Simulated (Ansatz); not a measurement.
Geometry optimisation, RKS PBE0-D4/def2-SVP (Ansatz 0.2.0).

The input (input.yaml):

```yaml
crystal:
  periodic: [false, false, false]
  atoms:
    - { symbol: Zn, position_ang: [0.401742, -1.094616, 0.233393] }
    - { symbol: F, position_ang: [1.003055, 0.060323, 1.43907] }
    - { symbol: O, position_ang: [-0.125156, -2.273171, -0.969705] }
    - { symbol: H, position_ang: [-0.24169, 1.769084, 0.926469] }
    - { symbol: S, position_ang: [-1.044045, 2.143633, -0.10271] }
    - { symbol: H, position_ang: [0.002691, -3.186167, -0.686955] }
    - { symbol: H, position_ang: [0.003405, 2.580914, -0.839662] }
basis:
  gaussian: { orbitals: def2-SVP }
hamiltonian:
  xc: pbe0
  dispersion: d4
relax:
  f_tol: 0.03
  max_steps: 50
```

Launched with:

```bash
$ ansatz run input.yaml --threads 2 --pin off --max-ram 3072MiB --backend cpu --events-out ev --progress --plain --runs-dir out
```

Where does it end, and by what steps?

The run converged. After 8 steps the energy has fallen by 0.228 eV; H7 moved furthest, 0.55 Å. Joined: Zn1–S5.

```
step  energy less start (eV)  largest force component (eV/Å)  accepted
   0                  0.0000                           0.508       yes
   1                 -0.0739                           0.338       yes
   2                 -0.1462                           0.300       yes
   3                 -0.1963                           0.454       yes
   4                 -0.2074                           0.476       yes
   5                 -0.2141                           0.264       yes
   6                 -0.2263                           0.055       yes
   7                 -0.2255                           0.139        no
   8                 -0.2279                           0.016       yes
```

```xyz
7
Properties=species:S:1:pos:R:3
Zn 0.173 -0.726 0.244
F 0.989 0.123 1.596
O -0.291 -1.962 -0.952
H -0.071 1.664 0.959
S -0.944 1.658 -0.091
H 0.139 -2.808 -0.788
H 0.005 2.051 -0.968
```

Whether the end is a true minimum wasn't checked by a vibrational analysis.

Run time: 26 s on 2 threads of Arm Neoverse V1, on a shared host, peak memory 0.2 GiB.
